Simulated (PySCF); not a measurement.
H8InNOSi.
Cartesian coordinates in Å at the PBE0-D3(BJ)/def2-SVP level; atoms count from 1:
```xyz
12
H8InNOSi angstrom
N      2.096   -0.150    0.492
In     0.726    0.266   -1.359
O     -0.623   -0.063    0.180
Si    -2.230   -0.056    0.476
H      1.263   -0.284    1.081
H      2.648    0.617    0.872
H      2.660   -0.998    0.514
H      0.923   -1.141   -2.337
H      0.928    1.947   -1.682
H     -2.673   -1.329    1.139
H     -2.630    1.067    1.391
H     -3.050    0.094   -0.777
```

Method used: PBE0-D3(BJ)/def2-SVP geometry optimisation, gas phase, def2 core potentials past Kr (PySCF 2.14.0).

(1) Which atoms are bound to In2, and at what distances?

(2) List the angles at In2.

(3) Describe the arrangement about In2 in numbers.

(4) What are the other bond lengths?

(5) Give some angles away from the centre.

(6) What are the rotational constants (commonest isotopes, rigid rotor)?

Results:

(1) 4 atoms: H9 1.724 Å, H8 1.724 Å, O3 2.073 Å, N1 2.341 Å. The nearest atom not counted as bound is H5, at 2.56 Å.

(2) 
```csv
angle,degrees,distance of the outer atoms (Å)
H8–In2–H9,132.6,3.16
O3–In2–H9,111.7,3.15
O3–In2–H8,111.5,3.14
N1–In2–H9,104.6,3.24
N1–In2–H8,103.7,3.22
N1–In2–O3,76.4,2.74
```

(3) Angles from 76.4° to 132.6°; τ4 = (360° − α − β)/141° = 0.82 with α and β the two widest (0 for a square, 1 for a tetrahedron).

(4) O3–Si4 1.635 Å; N1–H5 1.029 Å; N1–H6, N1–H7 1.019 Å; Si4–H10, Si4–H11, Si4–H12 1.503 Å.

(5) In2–O3–Si4 140.7°.

(6) A = 5007, B = 1397, C = 1138 MHz: an asymmetric top.

Point group: near Cs, missed by 0.23 Å at most; the miss may be what the optimiser left on a soft mode. Charge 0, singlet. Stationary, but not proved a minimum.

One conformer stands for the species.
